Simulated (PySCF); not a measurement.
Mean polarisability (bohr³) of eight silicon and germanium compounds: PBE beside PBE0, computed with PySCF for isolated molecules in the bases named; differences from unrounded values. The eight are the first of their class met in an unordered collection, after screening for sound electronic states; none was chosen by its value. Each molecule has one DFT geometry for both levels.

```csv
molecule,basis,PBE0
"Si(CCH)(H)(Me)2 (C₄H₈Si), SMILES C[SiH](C#C)C",def2-TZVP,71.7
"C2H5FOSi2, SMILES O=C1C[SiH2][Si@@H]1F",def2-TZVP,78.2
"C2H4N2OSi, SMILES O[Si@H]1C=NC=N1",def2-TZVP,58.3
"CH₄Cl₂Ge, SMILES [CH3][GeH]([Cl])[Cl]",def2-TZVP,64.4
"C3H8N2Si, SMILES C#CC[SiH](N)N",def2-TZVP,73.6
"C₃H₉FOSi, SMILES C([Si@H](C)F)OC",def2-TZVP,66.5
"H₈OSi₃, SMILES [SiH3][SiH]([SiH3])O",def2-TZVP,92.2
"C₃H₆FNSi, SMILES C1=C[Si@@H](NC1)F",def2-TZVP,62.1
```

**Question.** Estimate the PBE values and say how PBE differs from PBE0 over the set. (The exact figures need the calculation; the answer reports its results.)

**Answer.** 
| molecule | PBE | difference |
|---|---|---|
| Si(CCH)(H)(Me)2 (C₄H₈Si), SMILES C[SiH](C#C)C | 74.1 | 2.4 |
| C2H5FOSi2, SMILES O=C1C[SiH2][Si@@H]1F | 81.9 | 3.6 |
| C2H4N2OSi, SMILES O[Si@H]1C=NC=N1 | 60.7 | 2.5 |
| CH₄Cl₂Ge, SMILES [CH3][GeH]([Cl])[Cl] | 66.5 | 2.1 |
| C3H8N2Si, SMILES C#CC[SiH](N)N | 76.7 | 3.2 |
| C₃H₉FOSi, SMILES C([Si@H](C)F)OC | 69.5 | 3.0 |
| H₈OSi₃, SMILES [SiH3][SiH]([SiH3])O | 95.9 | 3.7 |
| C₃H₆FNSi, SMILES C1=C[Si@@H](NC1)F | 64.6 | 2.5 |
PBE lies below PBE0 in 0 and above it in 8 of the eight; the mean signed difference is 2.9 and the largest 3.7 bohr³.
